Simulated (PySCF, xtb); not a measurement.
silene (CH4Si), SMILES C=[SiH2].

Harmonic wavenumbers (cm⁻¹) from GFN2-xTB (xtb) at its own minimum, in rising order: 395, 425, 444, 629, 770, 811, 1118, 1412, 2286, 2320, 3076, 3103.

**Question.** What does PySCF with PBE-D3(BJ)/def2-TZVP give at its own minimum? (Estimate from the structure and the level; the computed values follow.)

**Answer.** 423, 460, 709, 736, 803, 903, 969, 1341, 2199, 2224, 3087, 3178. Paired by order, the mean absolute difference is 87 cm⁻¹ and the zero-point energies are 24.0 and 24.3 kcal/mol.
